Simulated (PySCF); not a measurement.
From results back to the method.

C2F4O.
SMILES: `C(F)(C(F)=O)(F)F`

The closed-shell ground state was solved 4 times with PySCF (density fitting, gas phase), always in the pcSseg-2 basis (252 functions), with these functionals: B97-2, CAM-B3LYP, KT2 and LC-wPBE. Geometry: PBE0-D3(BJ)/def2-SVP; no solvent, vibrations or thermal averaging.

```json
{"row": "P", "total energy (Eh)": "-558.5687", "HOMO (eV)": "-8.53", "LUMO (eV)": "-2.97", "dipole (D)": "0.76"}
{"row": "Q", "total energy (Eh)": "-550.7399", "HOMO (eV)": "-12.99", "LUMO (eV)": "0.65", "dipole (D)": "0.77"}
{"row": "R", "total energy (Eh)": "-550.9055", "HOMO (eV)": "-11.72", "LUMO (eV)": "-0.70", "dipole (D)": "0.76"}
{"row": "S", "total energy (Eh)": "-550.8682", "HOMO (eV)": "-9.83", "LUMO (eV)": "-1.96", "dipole (D)": "0.77"}
```

Which functional belongs to which row?

P = KT2, Q = LC-wPBE, R = CAM-B3LYP, S = B97-2. By rising HOMO–LUMO gap: KT2 (GGA) 5.56 eV; B97-2 (global hybrid, 21 % exact exchange) 7.87 eV; CAM-B3LYP (range-separated hybrid) 11.02 eV; LC-wPBE (range-separated hybrid) 13.64 eV. Total energies of different functionals aren't bounds to one another; each is stationary for its own functional.

Shape of the structure used: `[O:1]=[C:2]([F:3])[C:4]([F:5])([F:6])[F:7]`: O1–C2–C4–F5 -123°.
